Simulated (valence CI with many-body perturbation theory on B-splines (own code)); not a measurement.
**E1 transitions of Xe4+**

Computed by valence CI with perturbative core correlation (CI+MBPT): four valence electrons over a frozen Dirac-Fock core [Kr] 4d10, radial functions for each j: 11 s, 11 p, 10 d, 8 f, 5 g, 2 h, with the one-electron correlation potential Σ1 (screened to all orders), the two-electron term Σ2, the three-electron term Σ3, Breit, model QED; selected single and double excitations, second order for the rest, scaled by the run's own slope (own B-spline code, finite nucleus).

Against 46 measured levels this calculation errs by 473 cm⁻¹ on average and by 2120 at most. These come from a selection out of Saloman, J. Phys. Chem. Ref. Data 33, 765 (2004). Levels without a partner in it may be off by more. Among the levels kept, up to 540 cm⁻¹ of a level comes from second order outside the variational space, and about a tenth of that is noise between levels of different J, which matters for small intervals. 6 measured levels below the end of the list, from 169673 cm⁻¹ on, found no clear computed partner, and computed levels of the same name lie up to 2887 cm⁻¹ from them.

Lines 251 to 300 of 507 in falling wavelength, among levels below 318930 cm⁻¹, chosen from the strongest by gf and those to the six lowest levels. Wavelengths and rates use the calculated energies, so an error of 500 cm⁻¹ moves a line at 73.28 nm by 0.37 % and its rate by three times that or more. Electric multipoles are in the length gauge, E1 and E2 with the static RPA response of the core. Weak lines are less certain than strong ones. Lines between different terms over intervals too small for the method are left out, as are lines whose strength nearly cancels. Where a level lies close to another of its J and parity, the split of strength between their lines is uncertain. The highest levels of a list are the least certain.

Names give the largest LS component (configuration and term), which can be under half, so a name can repeat, a term be missing and a line seem to break the LS rules; names also repeat where a configuration has a term twice. Letters in brackets count levels of one name in rising energy.

```
λ vac (nm)  λ from measured levels                Upper                Lower   A (s⁻¹)  log gf  Branch %
     73.69                           5s2 5p 5f 3F_3 [b]  5s2 5p 5d 3P°_2 [a]  1.60e+09   -0.04      15.5
     73.58                           5s 5p2 5d 3P_2 [a]         5s 5p3 3P°_1  4.97e+08   -0.70       3.9
     73.33                           5s2 5p 5f 3F_3 [a]      5s2 5p 5d 3F°_2  1.32e+09   -0.13      11.2
     73.28                   73.25      5s2 5p 5d 1D°_2         5s2 5p2 3P_1  6.48e+07   -1.58      10.4
     73.19                               5s 5p2 5d 1P_1      5s2 5p 5d 3F°_2  1.02e+09   -0.61       9.2
     72.99                               5s2 5p 5f 3G_3      5s2 5p 5d 3F°_2  3.27e+09    0.26      37.3
     71.99                               5s 5p2 5d 1D_2  5s2 5p 5d 3P°_2 [a]  9.10e+08   -0.45       6.6
     71.56                               5s2 5p 5f 3G_5      5s2 5p 5d 3F°_4  6.88e+09    0.76      99.9
     71.32                           5s 5p2 5d 3F_3 [b]      5s2 5p 5d 1D°_2  2.85e+08   -0.82       2.9
     71.32                               5s 5p2 5d 1D_2         5s 5p3 1P°_1  4.01e+08   -0.82       2.9
     71.08                                     5p4 3P_2         5s 5p3 5S°_2  2.36e+07   -2.05       1.8
     70.70                           5s 5p2 5d 3D_2 [c]      5s2 5p 5d 3F°_3  2.62e+09   -0.01      23.5
     70.60                           5s 5p2 5d 3D_3 [d]  5s2 5p 5d 3P°_2 [a]  8.33e+08   -0.36       8.0
     70.57                                 5s 5p3 1P°_1         5s2 5p2 1D_2  3.31e+09   -0.13      32.5
     70.40                   70.73         5s 5p3 3S°_1         5s2 5p2 3P_2  7.60e+09    0.23      57.3
     70.35                           5s 5p2 5d 3P_1 [a]         5s 5p3 3P°_2  1.94e+09   -0.36      14.9
     70.19                   70.23      5s2 5p 5d 3F°_2         5s2 5p2 3P_2  4.01e+08   -0.83      39.1
     70.05                           5s 5p2 5d 3F_2 [a]         5s 5p3 3D°_1  5.32e+08   -0.71      56.3
     70.02                           5s 5p2 5d 3F_3 [c]      5s2 5p 5d 3F°_3  2.69e+09    0.14      19.8
     69.92                   70.14  5s2 5p 5d 3P°_2 [a]         5s2 5p2 1D_2  9.06e+08   -0.48       5.8
     69.81                           5s 5p2 5d 3D_3 [d]      5s2 5p 5d 3F°_4  5.90e+09    0.48      57.0
     69.69                           5s 5p2 5d 3F_2 [c]      5s2 5p 5d 3F°_3  2.89e+09    0.02      17.3
     69.68                           5s 5p2 5d 3P_1 [a]         5s 5p3 3P°_0  1.31e+09   -0.54      10.0
     69.44                               5s 5p2 5d 1S_0      5s2 5p 5d 3D°_1  3.59e+09   -0.59      14.7
     69.39                           5s2 5p 5f 3F_4 [b]      5s2 5p 5d 3F°_3  1.42e+09   -0.03      37.7
     69.37                           5s 5p2 5d 3S_1 [a]      5s2 5p 5d 3F°_2  1.69e+09   -0.44      12.8
     69.22                           5s 5p2 5d 3D_2 [a]         5s 5p3 3P°_2  4.26e+08   -0.82       5.0
     69.03                           5s 5p2 5d 3F_4 [c]      5s2 5p 5d 3F°_4  9.39e+09    0.78      57.6
     68.90                   69.13      5s2 5p 5d 3D°_1         5s2 5p2 1D_2  2.35e+09   -0.30      12.2
     68.87                               5s 5p2 5d 5P_3         5s 5p3 3D°_3  5.03e+08   -0.60       3.7
     68.70                           5s 5p2 5d 3D_2 [c]      5s2 5p 5d 3F°_2  3.43e+09    0.08      30.8
     68.50                           5s 5p2 5d 3D_2 [c]         5s 5p3 3S°_1  6.75e+08   -0.62       6.1
     68.50                           5s 5p2 5d 3F_3 [a]         5s 5p3 3D°_2  3.77e+08   -0.73       7.6
     68.41                               5s 5p2 5d 3G_3         5s 5p3 3P°_2  4.74e+08   -0.63      12.0
     68.29                           5s2 5p 5f 3F_3 [b]      5s2 5p 5d 3F°_3  2.63e+09    0.11      25.4
     68.21                   68.26      5s2 5p 5d 3F°_3         5s2 5p2 3P_2  1.23e+09   -0.22      99.5
     68.07                   68.39         5s 5p3 3S°_1         5s2 5p2 3P_1  3.52e+09   -0.13      26.6
     68.05                           5s 5p2 5d 3F_3 [c]      5s2 5p 5d 3F°_2  1.77e+09   -0.07      13.0
     67.88                   67.93      5s2 5p 5d 3F°_2         5s2 5p2 3P_1  3.65e+08   -0.90      35.6
     67.80                               5s 5p2 5d 1P_1      5s2 5p 5d 1D°_2  4.26e+09   -0.06      38.1
     67.74                           5s 5p2 5d 3F_2 [c]      5s2 5p 5d 3F°_2  1.45e+09   -0.30       8.7
     67.63                               5s2 5p 5f 3G_3      5s2 5p 5d 1D°_2  1.58e+09   -0.12      18.1
     67.62                           5s 5p2 5d 3S_1 [b]      5s2 5p 5d 3F°_2  2.83e+09   -0.24      22.9
     67.40                           5s 5p2 5d 3D_1 [a]         5s 5p3 3P°_2  1.09e+09   -0.65      16.1
     67.39                               5s2 5p 5f 1G_4      5s2 5p 5d 3F°_3  2.18e+09    0.12      52.5
     67.33                           5s 5p2 5d 3D_1 [a]         5s 5p3 3P°_1  1.13e+09   -0.64      16.8
     66.86                           5s 5p2 5d 3P_0 [a]         5s 5p3 3P°_1  4.29e+09   -0.54      33.9
     66.74                           5s 5p2 5d 3P_2 [b]      5s2 5p 5d 1D°_2  6.04e+08   -0.70       7.3
     66.67                               5s 5p2 5d 5F_2         5s 5p3 5S°_2  1.39e+08   -1.33      51.0
     66.62                   66.77      5s2 5p 6s 3P°_1         5s2 5p2 1S_0  1.16e+09   -0.64      11.7
```

(1) How does gf follow from A for the line at 68.70 nm?

Answers

(1) gf = 1.4992 × (2J+1)_upper × A / σ², with σ = 145570 cm⁻¹ and 2J+1 = 5: gf = 1.21.
